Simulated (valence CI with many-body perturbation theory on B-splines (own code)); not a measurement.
**E1 transitions of Au VIII**

Calculated by valence CI with perturbative core correlation (CI+MBPT): four valence electrons over a frozen Dirac-Fock core [Xe] 4f14, a basis of 7 s, 7 p, 8 d, 6 f, 4 g, 1 h functions for each j, with the one-electron correlation potential Σ1 (screened to all orders), the two-electron term Σ2, the three-electron term Σ3, Breit, model QED; selected single and double excitations, second order for the rest, scaled by the run's own slope (own B-spline code, finite nucleus).

No measured spectrum was set against this ion. As an estimate, terms of the open shell hold to 2 to 4 % of their energy, and close levels can change places; different configurations can be misplaced against each other by 1,000 to 8,000 cm⁻¹. The list stops below the first excitations out of the core.

Lines 51 to 100 of 506 in falling wavelength, among levels below 334610 cm⁻¹, chosen from the strongest by gf and those to the six lowest levels. Wavelengths and rates use the calculated energies, so an error of 2000 cm⁻¹ moves a line at 133.0 nm by 2.7 % and its rate by three times that or more. Electric multipoles are in the length gauge, E1 and E2 with the static RPA response of the core. Weak lines are less certain than strong ones. Lines between different terms over intervals too small for the method are left out, as are lines whose strength nearly cancels. Where a level lies close to another of its J and parity, the split of strength between their lines is uncertain. The highest levels of a list are the least certain.

Levels are named by their leading jj configuration (3d3/2^4 stands for four electrons in 3d with j = 3/2), which in mixed levels can hold well under half, so a name can repeat and another be missing. Letters in brackets count levels of one name in rising energy.

| λ vac (nm) | Upper | Lower | A (s⁻¹) | S (a.u.) with core polarisation | S without |
| --- | --- | --- | --- | --- | --- |
| 133.0 | (5d3/2 5d5/2^2 6p1/2) J=5 | (5d5/2^3 6s) J=5 | 9.10e+06 | 1.16e-01 | 1.46e-01 |
| 132.6 | (5d3/2^3 6p3/2) J=2 | (5d3/2 5d5/2^2 6s) J=2 [d] | 9.15e+06 | 5.26e-02 | 6.61e-02 |
| 131.9 | (5d3/2^2 5d5/2 6p1/2) J=4 [a] | (5d3/2 5d5/2^2 6s) J=3 [b] | 1.05e+07 | 1.07e-01 | 1.33e-01 |
| 131.5 | (5d3/2^2 5d5/2 6p1/2) J=1 [b] | (5d3/2 5d5/2^2 6s) J=2 [b] | 1.01e+07 | 3.40e-02 | 4.36e-02 |
| 131.0 | (5d3/2 5d5/2^2 6p1/2) J=3 [a] | (5d3/2 5d5/2^2 6s) J=2 [c] | 2.42e+06 | 1.87e-02 | 2.37e-02 |
| 130.7 | (5d3/2 5d5/2^2 6p1/2) J=5 | (5d3/2 5d5/2^2 6s) J=4 [c] | 2.67e+06 | 3.23e-02 | 4.08e-02 |
| 130.7 | (5d3/2^3 6p1/2) J=1 | (5d3/2^2 5d5/2 6s) J=2 [b] | 5.06e+07 | 1.67e-01 | 2.08e-01 |
| 130.2 | (5d3/2 5d5/2^2 6p1/2) J=3 [a] | (5d3/2 5d5/2^2 6s) J=3 [d] | 4.69e+06 | 3.58e-02 | 4.53e-02 |
| 129.9 | (5d3/2 5d5/2^2 6p1/2) J=4 [b] | (5d5/2^3 6s) J=5 | 4.34e+06 | 4.23e-02 | 5.21e-02 |
| 129.2 | (5d3/2 5d5/2^2 6p1/2) J=3 [b] | (5d3/2 5d5/2^2 6s) J=2 [d] | 1.25e+07 | 9.31e-02 | 1.16e-01 |
| 129.1 | (5d3/2^3 6p1/2) J=2 | (5d3/2^2 5d5/2 6s) J=2 [a] | 3.39e+07 | 1.80e-01 | 2.24e-01 |
| 129.0 | (5d3/2^2 5d5/2 6p1/2) J=4 [a] | (5d3/2 5d5/2^2 6s) J=4 [a] | 1.29e+07 | 1.23e-01 | 1.55e-01 |
| 127.1 | (5d3/2^2 5d5/2 6p1/2) J=1 [b] | (5d3/2 5d5/2^2 6s) J=1 [a] | 6.08e+06 | 1.85e-02 | 2.26e-02 |
| 126.5 | (5d3/2^2 5d5/2 6p1/2) J=2 [a] | (5d3/2^2 5d5/2 6s) J=1 [b] | 5.87e+07 | 2.94e-01 | 3.69e-01 |
| 126.4 | (5d3/2 5d5/2^2 6p1/2) J=4 [a] | (5d3/2 5d5/2^2 6s) J=5 [b] | 2.19e+06 | 1.97e-02 | 2.48e-02 |
| 126.2 | (5d3/2 5d5/2^2 6p1/2) J=3 [b] | (5d3/2 5d5/2^2 6s) J=2 [c] | 1.55e+06 | 1.07e-02 | 1.36e-02 |
| 126.0 | (5d3/2^2 5d5/2 6p1/2) J=3 [b] | (5d3/2 5d5/2^2 6s) J=3 [b] | 9.73e+06 | 6.73e-02 | 8.29e-02 |
| 125.7 | (5d3/2^2 5d5/2 6p1/2) J=4 [b] | (5d3/2 5d5/2^2 6s) J=4 [b] | 3.64e+06 | 3.21e-02 | 3.87e-02 |
| 124.8 | (5d3/2 5d5/2^2 6p1/2) J=2 [a] | (5d3/2 5d5/2^2 6s) J=3 [c] | 3.80e+06 | 1.82e-02 | 2.30e-02 |
| 124.6 | (5d3/2 5d5/2^2 6p1/2) J=4 [b] | (5d3/2 5d5/2^2 6s) J=3 [d] | 4.44e+06 | 3.82e-02 | 4.89e-02 |
| 123.8 | (5d3/2 5d5/2^2 6p1/2) J=1 | (5d3/2 5d5/2^2 6s) J=2 [d] | 1.45e+07 | 4.07e-02 | 5.07e-02 |
| 123.8 | (5d3/2 5d5/2^2 6p1/2) J=3 [a] | (5d3/2 5d5/2^2 6s) J=3 [c] | 2.67e+06 | 1.75e-02 | 2.23e-02 |
| 123.6 | (5d3/2^2 5d5/2 6p1/2) J=5 | (5d3/2 5d5/2^2 6s) J=4 [a] | 8.49e+06 | 8.71e-02 | 1.08e-01 |
| 123.6 | (5d3/2 5d5/2^2 6p1/2) J=2 [b] | (5d3/2 5d5/2^2 6s) J=2 [d] | 9.72e+06 | 4.53e-02 | 5.68e-02 |
| 123.4 | (5d3/2^2 5d5/2 6p1/2) J=3 [a] | (5d3/2^2 5d5/2 6s) J=3 [b] | 3.57e+06 | 2.32e-02 | 2.83e-02 |
| 123.4 | (5d3/2^2 5d5/2 6p1/2) J=3 [b] | (5d3/2 5d5/2^2 6s) J=4 [a] | 1.06e+07 | 6.89e-02 | 8.51e-02 |
| 123.1 | (5d3/2^2 5d5/2 6p1/2) J=5 | (5d3/2 5d5/2^2 6s) J=5 [a] | 3.94e+07 | 3.99e-01 | 5.02e-01 |
| 122.4 | (5d3/2^3 6p3/2) J=1 | (5d3/2 5d5/2^2 6s) J=1 [b] | 6.55e+06 | 1.78e-02 | 2.24e-02 |
| 122.4 | (5d3/2^3 6p3/2) J=2 | (5d3/2 5d5/2^2 6s) J=3 [c] | 6.63e+06 | 3.00e-02 | 3.80e-02 |
| 121.6 | (5d3/2^3 6p1/2) J=1 | (5d3/2^2 5d5/2 6s) J=2 [a] | 1.13e+08 | 3.01e-01 | 3.75e-01 |
| 121.3 | (5d3/2^2 5d5/2 6p1/2) J=2 [a] | (5d3/2^2 5d5/2 6s) J=3 [b] | 1.09e+08 | 4.79e-01 | 6.00e-01 |
| 121.0 | (5d3/2 5d5/2^2 6p1/2) J=1 | (5d3/2 5d5/2^2 6s) J=2 [c] | 6.66e+06 | 1.75e-02 | 2.19e-02 |
| 120.2 | (5d3/2 5d5/2^2 6p1/2) J=2 [b] | (5d3/2 5d5/2^2 6s) J=3 [d] | 7.49e+06 | 3.21e-02 | 4.07e-02 |
| 119.6 | (5d3/2^2 5d5/2 6p1/2) J=2 [b] | (5d3/2 5d5/2^2 6s) J=3 [a] | 3.66e+06 | 1.54e-02 | 1.96e-02 |
| 119.5 | (5d3/2 5d5/2^2 6p1/2) J=3 [b] | (5d3/2 5d5/2^2 6s) J=3 [c] | 2.90e+06 | 1.71e-02 | 2.17e-02 |
| 118.9 | (5d3/2^3 6p3/2) J=0 | (5d3/2 5d5/2^2 6s) J=1 [a] | 3.53e+07 | 2.93e-02 | 3.67e-02 |
| 118.9 | (5d3/2^2 5d5/2 6p1/2) J=4 [b] | (5d3/2 5d5/2^2 6s) J=3 [b] | 7.29e+06 | 5.45e-02 | 6.80e-02 |
| 118.7 | (5d3/2^2 5d5/2 6p1/2) J=1 [a] | (5d3/2^2 5d5/2 6s) J=0 | 7.92e+07 | 1.96e-01 | 2.46e-01 |
| 118.7 | (5d3/2 5d5/2^2 6p1/2) J=4 [b] | (5d3/2 5d5/2^2 6s) J=3 [c] | 1.80e+06 | 1.34e-02 | 1.68e-02 |
| 118.4 | (5d3/2 5d5/2^2 6p1/2) J=4 [b] | (5d3/2 5d5/2^2 6s) J=5 [b] | 6.95e+06 | 5.12e-02 | 6.39e-02 |
| 118.3 | (5d3/2^2 5d5/2 6p1/2) J=3 [b] | (5d3/2 5d5/2^2 6s) J=3 [a] | 2.43e+06 | 1.39e-02 | 1.77e-02 |
| 118.1 | (5d3/2^3 6p3/2) J=2 | (5d3/2 5d5/2^2 6s) J=1 [b] | 9.64e+06 | 3.92e-02 | 4.93e-02 |
| 117.6 | (5d3/2 5d5/2^2 6p1/2) J=2 [a] | (5d3/2 5d5/2^2 6s) J=2 [b] | 1.31e+08 | 5.26e-01 | 6.59e-01 |
| 117.5 | (5d3/2^2 5d5/2 6p1/2) J=3 [a] | (5d3/2^2 5d5/2 6s) J=2 [b] | 9.68e+07 | 5.42e-01 | 6.76e-01 |
| 116.6 | (5d3/2 5d5/2^2 6p1/2) J=3 [a] | (5d3/2 5d5/2^2 6s) J=2 [b] | 2.18e+08 | 1.19e+00 | 1.49e+00 |
| 116.6 | (5d3/2^2 5d5/2 6p1/2) J=4 [b] | (5d3/2 5d5/2^2 6s) J=4 [a] | 1.37e+07 | 9.62e-02 | 1.20e-01 |
| 116.1 | (5d3/2^2 5d5/2 6p1/2) J=4 [b] | (5d3/2 5d5/2^2 6s) J=5 [a] | 9.46e+06 | 6.58e-02 | 8.13e-02 |
| 115.9 | (5d3/2^3 6p3/2) J=1 | (5d3/2 5d5/2^2 6s) J=1 [a] | 7.45e+06 | 1.72e-02 | 2.19e-02 |
| 115.6 | (5d3/2^2 5d5/2 6p1/2) J=4 [a] | (5d3/2^2 5d5/2 6s) J=4 [b] | 6.46e+06 | 4.43e-02 | 5.66e-02 |
| 115.5 | (5d3/2^2 5d5/2 6p1/2) J=2 [a] | (5d3/2^2 5d5/2 6s) J=2 [b] | 7.58e+06 | 2.88e-02 | 3.58e-02 |
